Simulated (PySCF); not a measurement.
A GIAO shielding run with PySCF 2.14.0 with density-fitted response routines (density fitting, non-relativistic, gas phase) on SMILES C1C(C=C)C[SiH2]1, C5H10Si:

```
{"job": {"kind": "nmr", "xc": "PBE0", "basis": "STO-3G", "pop": true}, "charge": 0, "multiplicity": 1}
C      2.412355     0.290248    -0.254800
C      1.128747    -0.050746    -0.373589
C      0.008916     0.490002     0.458985
C     -1.130134     1.096419    -0.428591
Si    -2.066723    -0.538607    -0.219981
C     -0.785357    -0.656117     1.172050
H      2.740214     1.020441     0.492314
H      3.182167    -0.145373    -0.896936
H      0.845640    -0.788241    -1.137932
H      0.426231     1.221518     1.170904
H     -0.817279     1.465579    -1.415397
H     -1.641398     1.916328     0.100440
H     -1.864754    -1.514993    -1.335541
H     -3.523700    -0.515807     0.120517
H     -1.206821    -0.301507     2.126096
H     -0.218576    -1.577369     1.366772
```

Hardware: 1 thread of an x86-64 server CPU, shared host. The job also computes population analyses, field gradients.

Task: How large is the calculation?

Result: 54 electrons, 44 basis functions and 683 auxiliary functions.

Task: How long does it take?

Result: 2.9 s of wall time, with 12 SCF cycles and 4 response iterations. Times on a shared host scatter by some tens of per cent.

Task: And these other runs on the same molecule and hardware: GIAO shielding at PBE0/6-311+G(2d,p); GIAO shielding at PBE0/6-31G; GIAO shielding at PBE0/6-31G*; GIAO shielding at PBE0/def2-SVP; GIAO shielding at PBE0/def2-TZVP?

Result: PBE0/6-311+G(2d,p): 230 functions, 23 s; PBE0/6-31G: 78 functions, 5.7 s; PBE0/6-31G*: 108 functions, 8.2 s; PBE0/def2-SVP: 138 functions, 10 s; PBE0/def2-TZVP: 252 functions, 27 s.
